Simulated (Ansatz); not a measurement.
System: diethyl(difluoro)germane, C4H10F2Ge, charge 0, multiplicity 1. 
Coordinates optimised at B3LYP-D3(BJ)/def2-TZVP (Ansatz, a first-principles code):
SMILES: [CH2]([Ge]([F])([F])[CH2]C)C
```xyz
17

C     -2.3437     1.2780    -0.2248
C     -1.6913    -0.0556    -0.5991
Ge     0.0616    -0.2946     0.2188
F      0.6577    -1.8759    -0.2424
F     -0.1770    -0.4224     1.9495
C      1.4965     0.9871    -0.0928
C      1.8364     1.1478    -1.5771
H     -3.3279     1.3728    -0.6871
H     -1.7444     2.1284    -0.5573
H     -2.4750     1.3670     0.8546
H     -2.3016    -0.9010    -0.2773
H     -1.5641    -0.1467    -1.6799
H      1.1897     1.9370     0.3500
H      2.3576     0.6332     0.4762
H      0.9823     1.5158    -2.1497
H      2.1474     0.1997    -2.0183
H      2.6518     1.8602    -1.7144
```
Charge 0, spin multiplicity 1.

Computed values are from Ansatz. Cores are frozen in the correlated levels unless marked. UHF or UKS for open shells. No spin-orbit coupling. Frozen are the shells of the preceding noble gas and the d and f shells that filled before the atom's block. Non-relativistic. CBS marks a two-point X^-3 extrapolation of the correlation energy; Hartree-Fock from the larger set. [CCSD(T)-MP2]/basis is that difference in the basis named.

```
Item                                                                                           Result
---------------------  ------------------------------------------------------------------------------
atomisation energy De  6610.8 kJ/mol at RI-MP2/CBS(aug-cc-pVTZ,aug-cc-pVQZ)+[CCSD(T)-MP2]/aug-cc-pVTZ
total energy           -2433.4548 Eh at RI-MP2/CBS(aug-cc-pVTZ,aug-cc-pVQZ)+[CCSD(T)-MP2]/aug-cc-pVTZ
dipole moment                                                           3.66 D at CCSD(T)/aug-cc-pVDZ
T1 diagnostic                                                               0.011 at CCSD/aug-cc-pVTZ
```
